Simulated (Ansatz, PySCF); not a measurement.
The pair A = HCl (SMILES Cl) (first 2 atoms), B = CH4 (SMILES C); geometry from B3LYP-D3(BJ)/def2-TZVP.
(charge 0, multiplicity 1):
```xyz
7

Cl    -0.413    -0.347    -0.482
H     -0.291    -0.243     0.791
C     -0.044    -0.029     3.287
H     -0.974     0.447     2.977
H      0.057     0.063     4.368
H     -0.059    -1.085     3.021
H      0.803     0.463     2.809
```

Frozen-core correlation. CBS(a, b) extrapolates the correlation energy as X⁻³ and adds the Hartree–Fock energy of set b.

Codes used: Ansatz (Gaussian orbitals); PySCF for the dispersion terms. 

The monomers are drawn apart, rigid, along the line of their centres of mass. Counterpoise-corrected interaction energies (kcal/mol):

```csv
level,R = 4.774 Å,R = 5.781 Å
PBE/def2-TZVPPD,-0.3621,-0.0942
PBE-D3(BJ)/def2-TZVPPD,-0.6153,-0.1733
wB97M-V/def2-TZVPPD,-0.4254,-0.1377
"CCSD(T)/CBS(aug-cc-pV(D+d)Z, aug-cc-pV(T+d)Z)",-0.4696,-0.1416
```

R is the distance of the centres of mass. Find the local exponent m of E ∝ R⁻ᵐ between the two points.


m = ln(E₁/E₂)/ln(R₂/R₁): PBE/def2-TZVPPD 7.0; PBE-D3(BJ)/def2-TZVPPD 6.6; wB97M-V/def2-TZVPPD 5.9; CCSD(T)/CBS(aug-cc-pV(D+d)Z, aug-cc-pV(T+d)Z) 6.3. For scale, two fixed dipoles give m = 3, dipole and quadrupole 4, quadrupoles 5, and dispersion or dipole-induced dipole 6 at long range; at these distances several terms mix, and what is left of overlap and damping shifts m, so it need not match one of them.

Ansatz is an electronic-structure program.
